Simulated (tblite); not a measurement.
Input of a run (GFN2-xTB geometry optimisation, gas phase (tblite 0.8.0)), started from a force field or distance geometry:
```
{"job": {"kind": "relax", "xc": "GFN2-xTB", "basis": "xTB"}, "charge": 0, "multiplicity": 2}
C     -0.278100     2.869500    -1.758200
C      0.067500     1.918700    -0.611000
C      0.455300     0.986400     0.500300
N      1.785400     0.387600     0.271600
Si     1.734900    -1.128000    -0.563500
C     -0.160100    -1.262700    -0.453900
C     -0.531100    -0.214400     0.630400
C     -2.006800     0.148700     0.601700
H      0.469600     1.551500     1.437800
H      2.404300     1.035900    -0.182200
H      2.453900    -2.140300     0.226400
H      2.210000    -0.891900    -1.946000
H     -0.482700    -2.266900    -0.157800
H     -0.596700    -1.006700    -1.421100
H     -0.342400    -0.669500     1.618300
H     -2.248000     0.904300     1.363500
H     -2.317800     0.529100    -0.378400
H     -2.625900    -0.744800     0.810300
```

Output (eV, eV/Å):
```
step      E/eV     max force
  0    -608.01258    9.562
  1    -609.92143    7.830
  2    -605.00189   57.469
  3    -610.24601    5.317
  4    -610.39403    3.567
  5    -610.56593    2.670
  6    -610.59563    1.436
  7    -610.63726    0.433
  8    -610.64928    0.737
  9    -610.66187    0.645
 10    -610.67443    0.267
 11    -610.68515    0.347
 12    -610.69408    0.374
 13    -610.70092    0.253
 14    -610.70646    0.166
 15    -610.71062    0.141
 16    -610.71352    0.157
 17    -610.71586    0.108
 18    -610.71815    0.102
 19    -610.72040    0.112
 20    -610.72228    0.118
 21    -610.72354    0.078
 22    -610.72441    0.071
 23    -610.72517    0.080
 24    -610.72599    0.088
 25    -610.72686    0.082
 26    -610.72768    0.056
 27    -610.72834    0.049
 28    -610.72887    0.055
 29    -610.72940    0.055
 30    -610.72992    0.049
 31    -610.73032    0.041
 32    -610.73056    0.034
 33    -610.73072    0.027
 34    -610.73086    0.025
 35    -610.73099    0.028
 36    -610.73112    0.028
 37    -610.73126    0.035
 38    -610.73142    0.033
 39    -610.73159    0.029
 40    -610.73175    0.032
 41    -610.73190    0.028
 42    -610.73205    0.035
 43    -610.73222    0.028
 44    -610.73236    0.031
 45    -610.73245    0.025
 46    -610.73251    0.019
 47    -610.73258    0.021
 48    -610.73269    0.041
 49    -610.73281    0.052
 50    -610.73291    0.038
 51    -610.73298    0.021
 52    -610.73304    0.023
 53    -610.73312    0.046
 54    -610.73322    0.057
 55    -610.73330    0.039
 56    -610.73335    0.015
 57    -610.73338    0.017
 58    -610.73342    0.035
 59    -610.73346    0.040
 60    -610.73350    0.027
 61    -610.73354    0.013
 62    -610.73357    0.023
 63    -610.73361    0.035
 64    -610.73364    0.031
 65    -610.73367    0.014
 66    -610.73368    0.012
 67    -610.73370    0.025
 68    -610.73372    0.027
 69    -610.73374    0.014
 70    -610.73374    0.004
```

Question: Summarise the run.

Answer: The energy falls by 262.6 kJ/mol over 70 L-BFGS steps, the largest force on an atom goes from 9.56 to 0.004 eV/Å, and the atoms move by 0.160 Å rms after alignment. The bond that changes most is C1≡C2 (ends: carbon bonded to C; carbon bonded to 2 C), which shortens by 0.334 Å. Bonds longer at the end by more than 0.005 Å: 0 of 18; shorter: 12. Among the angles that change most is Si5–N4–H10, from 111.4° to 125.6°. Among the dihedrals that turn most is H9–C3–N4–H10, from -85° to -51°. The energy rose by more than 1e-5 eV at step 2. The first step brought 70 % of the lowering.

Question: What are the final bond lengths?

Answer: C1≡C2 1.196 Å, C2–C3 1.483 Å, C3–N4 1.430 Å, N4–Si5 1.732 Å, Si5–C6 1.899 Å, C6–C7 1.531 Å, C7–C8 1.522 Å, C3–C7 1.536 Å, C3–H9 1.099 Å, N4–H10 1.007 Å, Si5–H11 1.465 Å, Si5–H12 1.463 Å, C6–H13 1.088 Å, C6–H14 1.091 Å, C7–H15 1.097 Å, C8–H16 1.088 Å, C8–H17 1.088 Å, C8–H18 1.088 Å. Numbering counts from 1 in the input's order; the species is `C(#[C])[C@H]1[C@H](C[SiH2]N1)C` [radical].

On one thread, Arm Neoverse V2 (aarch64), no GPU, shared host, this took 0.42 s.

Its GFN2-xTB frequencies are all real (lowest 80 cm⁻¹).

One conformer stands for the species.

All values are computed, not measured.
